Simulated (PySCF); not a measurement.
Molecule: C4H9O, net charge 0, doublet state. It need not be the lowest isomer of its formula. 
Structure (B3LYP-D3(BJ)/def2-TZVP (Ansatz) minimum search):
```xyz
14

C     -0.0698     1.5227     0.2665
C     -0.4826     0.0964     0.1145
C     -1.8084    -0.2350    -0.4728
O      0.4627    -0.8393    -0.2305
C      1.7579    -0.7107     0.3301
H      0.7345     1.6602     0.9911
H     -0.9206     2.1163     0.6005
H      0.2756     1.9537    -0.6887
H     -1.8385    -0.0339    -1.5560
H     -2.0384    -1.2924    -0.3341
H     -2.5966     0.3587    -0.0083
H      2.2789     0.1744    -0.0450
H      2.3108    -1.5995     0.0328
H      1.7100    -0.6635     1.4226
```
Charge 0, spin multiplicity 2.

Dispersion corrections to the total energy (kcal/mol) from the dftd3 and dftd4 libraries through PySCF: D3(BJ) without and D4 with the three-body term, each with the damping fitted for the functional named.

```
functional  D3(BJ)      D4
----------  ------  ------
HSE06            …   -4.24
r2SCAN       -1.67   -1.45
TPSSh        -6.56   -6.79
revPBE      -15.14       …
BLYP        -11.91  -12.32
HF               …  -20.94
BHLYP        -7.26   -5.88
```

Task: Complete the blanks.

Result: 
- HSE06, D3(BJ): -3.57
- revPBE, D4: -19.39
- HF, D3(BJ): -44.97
